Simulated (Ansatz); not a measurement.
Two isomers of C4H2F4: A = `FC1=CC(F)C1(F)F`, B = `F/C=C/C(F)=C(F)F`.

Computed with Ansatz on PBE0-D4/def2-TZVP structures; ΔE is electronic, products minus reactants. CCSD(T)/CBS is the MP2 limit (def2-TZVPP, def2-QZVPP) plus CCSD(T) − MP2 in def2-TZVPP, frozen cores. DFT in def2-TZVPP. B3LYP here is the variant with VWN-RPA as its local correlation; programs differ in this. One conformer a species, not always the lowest.

(1) Which is lower in electronic energy at CCSD(T)/CBS, and by how much? (Estimate.)

(2) Give E(B) − E(A) in kcal/mol with LDA (SPW92), B2PLYP, CCSD(T)/def2-TZVPP, PBE-D4, B3LYP, CCSD/def2-TZVPP, CCSD(T)/def2-SVP. (Best estimate.)

(3) Does the order hold for the free energy at 298.15 K (harmonic terms from PBE0-D4)? (Best estimate.)

Largest T1 diagnostic: 0.013.

## Answers

(1) The calculation gave: A, by 3.8 kcal/mol.

(2) The calculation gave: LDA (SPW92) 2.3, B2PLYP 0.2, CCSD(T)/def2-TZVPP 3.3, PBE-D4 0.2, B3LYP -2.7, CCSD/def2-TZVPP 3.8, CCSD(T)/def2-SVP 0.8. The order is the other way round with B3LYP.

(3) The calculation gave: Yes: G(B) − G(A) = +2.2 kcal/mol, for one conformer each.

From BLYP to BHLYP (50 % exact exchange), in def2-TZVPP and without D4, E(B) − E(A) moves by +6.6 kcal/mol. At CCSD(T), def2-SVP lies −3.1 kcal/mol from the extrapolated value and def2-TZVPP −0.5 kcal/mol.
